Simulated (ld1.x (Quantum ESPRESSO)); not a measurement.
**Cutoff test, sulfur (S), TM semilocal**

```
Element                 : S (Z = 16)
Generator               : ld1.x (Quantum ESPRESSO) 7.5
Type                    : norm-conserving Troullier–Martins (semilocal form)
Functional              : PBE
Relativity              : scalar-relativistic
Frozen core             : [Ne]
Valence charge          : 6
Reference configuration : 3s2 3p4
Partial waves           : 3s (bound): rc 1.30 bohr; 3d channel at 0.1 Ry: rc 1.20 bohr; 3p (bound): rc 1.15 bohr
Local potential         : the p channel
Core correction         : none
```

The pseudo-atom Hamiltonian at the reference potential is diagonalised in spherical Bessel functions j_l(qr) that vanish at 20 bohr, with q² up to the cutoff. All-electron valence levels (Ry): 3s -1.2683, 3p -0.5151.

Q: How do the lowest levels (Ry) of each channel move with the cutoff, and are there ghosts?

A:

```json
{"cutoff (Ry)": "8", "s #1": "-1.1246", "s #2": "-0.0193", "d #1": "0.0706", "p #1": "-0.4691", "Σ f·Δε (mRy)": "471.5"}
{"cutoff (Ry)": "18", "s #1": "-1.2546", "s #2": "-0.0263", "d #1": "0.0704", "p #1": "-0.4796", "Σ f·Δε (mRy)": "169.5"}
{"cutoff (Ry)": "40", "s #1": "-1.2643", "s #2": "-0.0269", "d #1": "0.0703", "p #1": "-0.4837", "Σ f·Δε (mRy)": "133.8"}
{"cutoff (Ry)": "60", "s #1": "-1.2679", "s #2": "-0.0270", "d #1": "0.0702", "p #1": "-0.5021", "Σ f·Δε (mRy)": "52.9"}
{"cutoff (Ry)": "110", "s #1": "-1.2683", "s #2": "-0.0271", "d #1": "0.0702", "p #1": "-0.5146", "Σ f·Δε (mRy)": "2.2"}
{"cutoff (Ry)": "180", "s #1": "-1.2683", "s #2": "-0.0271", "d #1": "0.0702", "p #1": "-0.5150", "Σ f·Δε (mRy)": "0.3"}
{"cutoff (Ry)": "400", "s #1": "-1.2683", "s #2": "-0.0271", "d #1": "0.0702", "p #1": "-0.5151", "Σ f·Δε (mRy)": "0.0"}
```

Result: no extra level below or beside the all-electron valence levels (s, d, p tested); the semilocal form is local in each channel, so this says nothing of the separable form that plane-wave codes build from it; 10 mRy is reached at 80 Ry and 1 mRy at 140 Ry.
